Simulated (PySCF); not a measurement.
C₆H₅BF₂O₃S.
Z-matrix (Å and degrees, PBE0-D3(BJ)/def2-SVP geometry), rows numbered from 1:
```
O 
S   1  1.4525
O   2  1.4429  1  122.87
O   2  1.6230  1  106.67  3  -122.97
C   2  1.7730  1  108.94  3   128.29
C   5  1.3937  2  118.79  1  -162.14
C   6  1.3902  5  118.44  2  -178.18
C   7  1.4038  6  120.83  5    -0.64
B   8  1.5532  7  120.35  6   179.25
F   9  1.3184  8  121.32  7    -2.56
F   9  1.3189  8  121.49  7   177.82
C   8  1.4033  7  119.20  6    -0.50
C  12  1.3907  8  120.76  7     0.84
H   4  0.9696  2  107.27  1    -7.97
H   6  1.0915  5  119.77  2     2.26
H   7  1.0926  6  119.58  5   179.62
H  12  1.0926  8  119.60  7  -179.02
H  13  1.0917  5  119.73  2    -2.39
```

Method: PBE0-D3(BJ)/def2-SVP geometry optimisation, gas phase in PySCF 2.14.0.

Take the most abundant isotopes and a rigid rotor. The values belong to one conformer with, in the numbering `[O:1]=[S:2](=[O:3])([OH:4])[c:5]1[cH:6][cH:7][c:8]([B:9]([F:10])[F:11])[cH:12][cH:13]1`, O1–S2–O4–H -8°, O1–S2–C5–C6 -162°.

Q: Give the principal moments of inertia and the rotational constants in MHz.

A: Ia = 241.78, Ib = 1613.24, Ic = 1751.36 u·Å²; 505379 MHz·u·Å²/I gives A = 2090, B = 313.3, C = 288.6 MHz.

Q: What kind of rotor is it?

A: A near-prolate asymmetric top. Ray's parameter κ = (2B − A − C)/(A − C) = -0.973; −1 is the prolate and +1 the oblate limit.

Q: What does the inertial defect say?

A: Not planar: Δ = Ic − Ia − Ib = -103.65 u·Å². For a rigid frame Δ = −2 Σ m c², so Σ m c² = 51.83 u·Å² lies off the ab plane: 3.29 from hydrogen and 48.54 from heavier atoms. The atom farthest from that plane is 1.80 Å away.

Q: Give the other two planar moments, Paa and Pbb, and the rms extents of the mass along the axes.

A: Paa = Σ m a² = (Ib + Ic − Ia)/2 = 1561.41 and Pbb = Σ m b² = (Ia + Ic − Ib)/2 = 189.95 u·Å². With the mass M = 206.00 u, the rms extents √(P/M) along a, b and c are 2.75, 0.96, 0.50 Å.

Q: Give the coordinates in the principal-axis frame, origin at the centre of mass.

A: The sense of each axis is arbitrary; atoms in the order of the calculation.
| atom | mass (u) | a (Å) | b (Å) | c (Å) |
| --- | --- | --- | --- | --- |
| O1 | 15.995 | 3.113 | 1.307 | 0.509 |
| S2 | 31.972 | 2.638 | -0.002 | 0.094 |
| O3 | 15.995 | 3.093 | -1.229 | 0.703 |
| O4 | 15.995 | 2.958 | -0.131 | -1.492 |
| C5 | 12.000 | 0.866 | 0.001 | 0.096 |
| C6 | 12.000 | 0.192 | -1.219 | 0.102 |
| C7 | 12.000 | -1.198 | -1.208 | 0.065 |
| C8 | 12.000 | -1.907 | 0.003 | 0.035 |
| B9 | 11.009 | -3.459 | 0.001 | -0.024 |
| F10 | 18.998 | -4.141 | -1.125 | -0.098 |
| F11 | 18.998 | -4.150 | 1.125 | -0.010 |
| C12 | 12.000 | -1.197 | 1.213 | 0.054 |
| C13 | 12.000 | 0.193 | 1.222 | 0.084 |
| H14 | 1.008 | 3.266 | 0.736 | -1.795 |
| H15 | 1.008 | 0.759 | -2.151 | 0.143 |
| H16 | 1.008 | -1.744 | -2.154 | 0.063 |
| H17 | 1.008 | -1.744 | 2.159 | 0.047 |
| H18 | 1.008 | 0.761 | 2.153 | 0.114 |

Q: List the rotational levels J(Ka,Kc) to J = 2 (cm⁻¹).

A: Above 0(0,0):
J = 1: 1(0,1) 0.0201, 1(1,1) 0.0793, 1(1,0) 0.0802
J = 2: 2(0,2) 0.0602, 2(1,2) 0.1187, 2(1,1) 0.1211, 2(2,1) 0.2990, 2(2,0) 0.2990
Those of J = 1 are B + C, A + C and A + B.

Q: Which lines would a microwave search look for?

A: The dipole components are |μa| = 1.57 D, |μb| = 1.17 D, |μc| = 1.93 D. Intensities carry the squares of the components, which stand as 0.66 : 0.37 : 1.00 (a : b : c). Some lines, for components of 0.1 D or more:

```json
{"type": "a", "branch": "R", "J(Ka,Kc)": "1(0,1) ← 0(0,0)", "MHz": "602", "lower level (cm⁻¹)": "0.000"}
{"type": "a", "branch": "R", "J(Ka,Kc)": "2(1,2) ← 1(1,1)", "MHz": "1179", "lower level (cm⁻¹)": "0.079"}
{"type": "a", "branch": "R", "J(Ka,Kc)": "2(0,2) ← 1(0,1)", "MHz": "1203", "lower level (cm⁻¹)": "0.020"}
{"type": "a", "branch": "R", "J(Ka,Kc)": "2(1,1) ← 1(1,0)", "MHz": "1228", "lower level (cm⁻¹)": "0.080"}
{"type": "c", "branch": "Q", "J(Ka,Kc)": "2(1,2) ← 2(0,2)", "MHz": "1753", "lower level (cm⁻¹)": "0.060"}
{"type": "c", "branch": "Q", "J(Ka,Kc)": "1(1,1) ← 1(0,1)", "MHz": "1777", "lower level (cm⁻¹)": "0.020"}
{"type": "b", "branch": "Q", "J(Ka,Kc)": "1(1,0) ← 1(0,1)", "MHz": "1802", "lower level (cm⁻¹)": "0.020"}
{"type": "b", "branch": "Q", "J(Ka,Kc)": "2(1,1) ← 2(0,2)", "MHz": "1827", "lower level (cm⁻¹)": "0.060"}
{"type": "b", "branch": "R", "J(Ka,Kc)": "1(1,1) ← 0(0,0)", "MHz": "2379", "lower level (cm⁻¹)": "0.000"}
{"type": "c", "branch": "R", "J(Ka,Kc)": "1(1,0) ← 0(0,0)", "MHz": "2404", "lower level (cm⁻¹)": "0.000"}
{"type": "b", "branch": "R", "J(Ka,Kc)": "2(1,2) ← 1(0,1)", "MHz": "2956", "lower level (cm⁻¹)": "0.020"}
{"type": "c", "branch": "R", "J(Ka,Kc)": "2(1,1) ← 1(0,1)", "MHz": "3030", "lower level (cm⁻¹)": "0.020"}
{"type": "c", "branch": "Q", "J(Ka,Kc)": "2(2,1) ← 2(1,1)", "MHz": "5331", "lower level (cm⁻¹)": "0.121"}
{"type": "b", "branch": "Q", "J(Ka,Kc)": "2(2,0) ← 2(1,1)", "MHz": "5331", "lower level (cm⁻¹)": "0.121"}
{"type": "b", "branch": "Q", "J(Ka,Kc)": "2(2,1) ← 2(1,2)", "MHz": "5405", "lower level (cm⁻¹)": "0.119"}
{"type": "b", "branch": "R", "J(Ka,Kc)": "2(2,1) ← 1(1,0)", "MHz": "6559", "lower level (cm⁻¹)": "0.080"}
{"type": "c", "branch": "R", "J(Ka,Kc)": "2(2,0) ← 1(1,0)", "MHz": "6560", "lower level (cm⁻¹)": "0.080"}
{"type": "c", "branch": "R", "J(Ka,Kc)": "2(2,1) ← 1(1,1)", "MHz": "6584", "lower level (cm⁻¹)": "0.079"}
{"type": "b", "branch": "R", "J(Ka,Kc)": "2(2,0) ← 1(1,1)", "MHz": "6584", "lower level (cm⁻¹)": "0.079"}
```

Q: Estimate the classical rotational partition function at 10 K, 25 K and 50 K.

A: Point group C1, symmetry number σ = 1; q = (√π/σ)·√((kT/h)³/(ABC)), k/h = 20836.6 MHz/K: 12300 at 10 K, 48500 at 25 K, 137000 at 50 K.

Stationary, but not proved a minimum. No vibrational averaging or centrifugal distortion is included, and the geometry carries the error of its method. Quadrupole hyperfine structure (11B) is left out.
